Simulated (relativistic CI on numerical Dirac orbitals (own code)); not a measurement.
Calculated levels, Tm4+

These numbers are calculated, not measured: Dirac-Coulomb-Breit CI, KLI orbitals optimised for each configuration, QED by a radiative potential, valence Slater integrals scaled by 0.85 (own radial code, finite nucleus).

Configuration list (outside the closed core [Xe]): 4f11.

The lowest level is 4f11 4I°_15/2, with 97 % of that term; Hund's rules for 4f11 give 4I° with J = 15/2, in agreement.

```csv
No.,Configuration,Term,J,E (eV),%,jj configuration (%)
1,4f11,4I°,15/2,0.0000,97,4f7/2^5 (77)
2,4f11,4I°,13/2,0.9399,99,4f5/2^5 4f7/2^6 (92)
3,4f11,4I°,11/2,1.4310,79,4f5/2^4 4f7/2^7 (38)
4,4f11,4I°,9/2,1.7171,49,4f7/2^5 (52)
5,4f11,4F°,9/2,2.2296,53,4f5/2^5 4f7/2^6 (43)
6,4f11,2H°,11/2,2.7009,59,4f7/2^5 (45)
7,4f11,4S°,3/2,2.7244,61,4f7/2^5 (69)
8,4f11,4F°,7/2,3.0341,88,4f5/2^5 4f7/2^6 (89)
9,4f11,4F°,5/2,3.2781,82,4f5/2^5 4f7/2^6 (53)
10,4f11,4F°,3/2,3.3082,55,4f5/2^5 4f7/2^6 (78)
11,4f11,4F°,9/2,3.4370,31,4f5/2^5 4f7/2^6 (47)
12,4f11,2K°,15/2,3.7241,91,4f5/2^5 4f7/2^6 (63)
13,4f11,4G°,11/2,3.8515,74,4f5/2^5 4f7/2^6 (63)
14,4f11,2G°,7/2,3.9741,63,4f5/2^4 4f7/2^7 (40)
15,4f11,4G°,9/2,4.0680,75,4f5/2^5 4f7/2^6 (77)
16,4f11,2K°,13/2,4.4823,91,4f5/2^5 4f7/2^6 (55)
17,4f11,2P°,3/2,4.5496,33,4f5/2^4 4f7/2^7 (64)
18,4f11,2P°,1/2,4.7451,94,4f5/2^5 4f7/2^6 (90)
19,4f11,4G°,7/2,4.9426,71,4f5/2^4 4f7/2^7 (91)
20,4f11,4G°,5/2,4.9517,67,4f5/2^5 4f7/2^6 (66)
21,4f11,2D°,5/2,5.0376,57,4f5/2^4 4f7/2^7 (72)
22,4f11,2G°,9/2,5.1015,36,4f5/2^3 4f7/2^8 (59)
23,4f11,2D°,5/2,5.6628,50,4f5/2^5 4f7/2^6 (49)
24,4f11,2I°,11/2,5.7465,69,4f5/2^5 4f7/2^6 (82)
25,4f11,2L°,17/2,5.7629,100,4f5/2^5 4f7/2^6 (100)
26,4f11,4D°,7/2,5.9294,93,4f5/2^5 4f7/2^6 (62)
27,4f11,2D°,3/2,6.0540,47,4f5/2^4 4f7/2^7 (53)
28,4f11,2I°,13/2,6.0737,91,4f5/2^5 4f7/2^6 (53)
29,4f11,4D°,3/2,6.3605,70,4f5/2^5 4f7/2^6 (74)
30,4f11,2L°,15/2,6.6516,95,4f5/2^4 4f7/2^7 (84)
```

Energies count from the lowest computed level; ° marks odd parity. Filled j subshells are mostly left out of the jj labels.

The mean weight of the leading LS term, summed over parents, in these 30 levels is 71 %, and that of the leading jj configuration (from the same eigenvectors) 66 %.

One configuration and one scale for all Slater integrals: terms of lower spin can come out thousands of cm⁻¹ low, and their order can be wrong.

LS names give the leading component of a level, which can be under half, so a name can repeat, a term be missing and a line seem to break the LS rules.
